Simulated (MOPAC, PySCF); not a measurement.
C₄H₅BOS, SMILES `o1ccc(c1S)B`, neutral singlet in the gas phase. 

Z-matrix (Å, degrees):
```
C
C 1 1.3944
O 2 1.3311 1 111.68
C 3 1.3707 2 107.57 1 0.00
C 4 1.3508 3 109.87 2 0.00
H 4 1.0860 5 134.73 1 180.00
H 5 1.0881 4 126.66 6 0.00
B 1 1.5132 2 127.35 3 180.00
H 8 1.2084 1 121.01 2 -180.00
H 8 1.2142 9 118.45 1 -180.00
S 2 1.7372 3 114.88 4 180.00
H 11 1.3508 2 93.21 3 180.00
```
Charge 0, spin multiplicity 1.

All levels are single points at this geometry (PBE0-D3(BJ)/def2-SVP); Pople sets use spherical d functions. Orbital energies aren't observables, and empty levels follow the basis.

| level | HOMO (eV) | LUMO (eV) | gap (eV) | dipole (D) | vertical IE, Delta-SCF (eV) |
|---|---|---|---|---|---|
| PBE0-D3(BJ)/def2-TZVP in PySCF | -6.44 | -1.79 | 4.66 | 0.71 | 8.27 |
| B3LYP/3-21G in PySCF | -6.24 | -1.76 | 4.48 | 0.82 | – |
| B3LYP/LANL2DZ in PySCF | -6.38 | -2.00 | 4.38 | 0.79 | – |
| BP86/6-31G* in PySCF | -5.38 | -2.43 | 2.95 | 0.92 | – |
| M06-2X/6-31G* in PySCF | -7.30 | -0.58 | 6.72 | 0.69 | – |
| AM1 in MOPAC | -8.73 | 0.02 | 8.75 | 0.63 | – |
